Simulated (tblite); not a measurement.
C₅H₁₀F₃NSi.
SMILES with atom numbers: `[F:1][C:2]([F:3])([F:4])[CH2:5][N:6]1[CH2:7][CH2:8][CH2:9][SiH2:10]1` (hydrogens: H11, H12 on C5; H13, H14 on C7; H15, H16 on C8; H17, H18 on C9; H19, H20 on Si10)

A start from a force field or distance geometry was refined with GFN2-xTB geometry optimisation, gas phase in tblite 0.8.0. Values at the start:

```csv
coordinate,start
F1–C2,1.374 Å
C2–C5,1.492 Å
C5–N6,1.398 Å
C5–H11,1.128 Å
N6–C7,1.384 Å
N6–Si10,1.754 Å
C7–C8,1.490 Å
C7–H13,1.114 Å
C8–C9,1.479 Å
C8–H15,1.130 Å
C9–Si10,1.877 Å
C9–H17,1.116 Å
Si10–H19,1.479 Å
F1–C2–F3,110.0°
C5–N6–C7,122.8°
C5–N6–Si10,119.1°
N6–C7–C8,112.9°
N6–Si10–C9,96.9°
C7–N6–Si10,107.2°
C7–C8–C9,112.3°
C8–C9–Si10,100.9°
F1–C2–C5–N6,60°
C5–N6–C7–C8,-116°
C5–N6–Si10–C9,135°
C7–C8–C9–Si10,25°
```

Task: How do these coordinates change at the GFN2-xTB level?

Result: 
| coordinate | GFN2-xTB (Å or °) | change |
| --- | --- | --- |
| N6–C7 | 1.452 | +0.068 |
| C8–C9 | 1.529 | +0.050 |
| C2–C5 | 1.533 | +0.041 |
| C8–H15 | 1.091 | -0.039 |
| C5–H11 | 1.092 | -0.036 |
| C7–C8 | 1.525 | +0.035 |
| F1–C2 | 1.341 | -0.033 |
| C9–H17 | 1.087 | -0.029 |
| N6–Si10 | 1.727 | -0.027 |
| C9–Si10 | 1.900 | +0.023 |
| C5–N6 | 1.420 | +0.022 |
| C7–H13 | 1.095 | -0.019 |
| Si10–H19 | 1.465 | -0.014 |
| N6–C7–C8 | 106.0 | -6.9 |
| C5–N6–Si10 | 125.7 | +6.6 |
| C7–N6–Si10 | 113.7 | +6.5 |
| C5–N6–C7 | 117.7 | -5.1 |
| N6–Si10–C9 | 92.0 | -4.9 |
| C7–C8–C9 | 107.5 | -4.8 |
| F1–C2–F3 | 106.2 | -3.8 |
| C8–C9–Si10 | 104.0 | +3.1 |
| C5–N6–Si10–C9 | -171 | +54 |
| C5–N6–C7–C8 | -165 | -49 |
| F1–C2–C5–N6 | 72 | +12 |
| C7–C8–C9–Si10 | 35 | +10 |

The energy falls by 105.4 kJ/mol over 98 L-BFGS steps, the largest force on an atom goes from 3.48 to 0.009 eV/Å, and the atoms move by 0.645 Å rms after alignment. Among the bonds, C2–F4 and N6–C7 change most and about equally (-0.067 to +0.068 Å). Bonds longer at the end by more than 0.005 Å: 7 of 20; shorter: 13. Among the dihedrals that turn most is H12–C5–N6–Si10, from -88° to -151°. Rotational constants go from 2417, 658.0, 588.9 to 2286, 704.1, 629.0 MHz.

Hardware: Intel Xeon at 2.50 GHz, one thread, shared host with 64 logical CPUs at a one-minute load of 63. Cost: 2.2 s of wall time.

Its GFN2-xTB frequencies are all real (lowest 24 cm⁻¹). One conformer, not necessarily the lowest. 3 starts were optimised and ended at 0.00, 1.09 and 1.49 kcal/mol (GFN2-xTB); the lowest of these is shown.

All values are computed, not measured.
